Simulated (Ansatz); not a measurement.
Consider the substitution at a C–C bond: `Cc1cccc(C(=O)O)c1` + H₂Te → `O=C(O)[TeH]` + `Cc1ccccc1`.

Calculated with Ansatz (gas phase, PBE0-D4/def2-TZVP geometries, no zero-point term in ΔE). CCSD(T)/CBS adds triple-zeta CCSD(T) − MP2 to the extrapolated MP2 energy (def2 sets, frozen cores). Functionals use def2-TZVPP. HSE06 is defined as in plane-wave codes. def2 core potentials past Kr. For Te outer-core shells are correlated without core-valence functions, which leaves a few kJ/mol of doubt a bond. Each species was taken in one conformer, which may not be the lowest.

`Cc1cccc(C(=O)O)c1`:

```xyz
18

C    -0.364    0.837   -2.512
C    -0.159    0.696   -1.035
C    -0.008    1.816   -0.223
C     0.211    1.691    1.142
C     0.281    0.438    1.721
C     0.129   -0.692    0.924
C     0.203   -2.016    1.580
O     0.388   -2.191    2.756
O     0.042   -3.042    0.723
C    -0.091   -0.559   -0.443
H    -0.888    1.764   -2.754
H    -0.942    0.003   -2.915
H     0.595    0.856   -3.039
H    -0.065    2.805   -0.667
H     0.323    2.578    1.754
H     0.448    0.310    2.783
H     0.108   -3.846    1.255
H    -0.211   -1.449   -1.049
```

H₂Te:

Z-matrix (Å, degrees):
```
Te
H 1 1.656
H 1 1.656 2 90.4
```

`O=C(O)[TeH]`:

Z-matrix (Å, degrees):
```
C
O 1 1.341
Te 1 2.134 2 108.4
O 1 1.191 2 124.8 3 180.0
H 2 0.971 1 107.1 3 -180.0
H 3 1.654 1 90.2 2 180.0
```

`Cc1ccccc1`:

Z-matrix (Å, degrees):
```
C
C 1 1.499
H 1 1.092 2 111.4
H 1 1.091 2 111.4 3 120.9
H 1 1.095 2 110.9 3 -119.5
C 2 1.392 1 120.9 3 -148.5
C 2 1.392 1 120.9 3 32.6
C 6 1.387 2 121.0 1 -178.6
H 6 1.085 2 119.3 1 1.6
C 7 1.386 2 121.0 1 178.6
H 7 1.085 2 119.3 1 -1.6
C 8 1.387 6 120.2 2 -0.1
H 8 1.084 6 119.8 2 -179.9
H 10 1.084 7 119.8 2 179.9
H 12 1.084 8 120.3 6 -179.8
```

```tsv
level	ΔE (kJ/mol)	difference from CCSD(T)/CBS
PBE-D4	15.1	-7.3
revPBE-D4	13.7	-8.7
CAM-B3LYP-D4	29.4	7.0
revPBE	6.6	-15.8
r2SCAN	19.5	-2.9
r2SCAN0	27.0	4.6
HSE06	22.7	0.3
LC-ωPBE	29.1	6.7
MP2/def2-SVP	46.1	23.7
CCSD/def2-SVP	49.2	26.8
CCSD(T)/def2-SVP	48.0	25.6
MP2/def2-TZVPP	24.2	1.8
HF/def2-QZVPP	36.7	14.3
MP2/def2-QZVPP	20.4	-2.0
MP2/CBS(def2)	18.3	-4.1
CCSD/CBS(def2)	24.6	2.2
CCSD(T)/CBS	22.4	0
```

Largest T1 diagnostic among the species: 0.015.

From PBE to PBE0 (25 % exact exchange), in def2-TZVPP and without D4, ΔE moves by +10.3 kJ/mol. At CCSD(T), def2-SVP lies +25.6 kJ/mol from the extrapolated value and def2-TZVPP +5.8 kJ/mol. Leaving LDA and LC-ωPBE aside and taking each functional with its dispersion term where it has one, the values, not all of them listed here, spread over 19.0 kJ/mol, from BLYP-D4 to BHLYP-D4. LDA lies +17.3 kJ/mol from PBE without D4.

CCSD(T)/CBS has its own doubt, a few kJ/mol and more with outer-core shells, so smaller differences from it don't rank the levels.
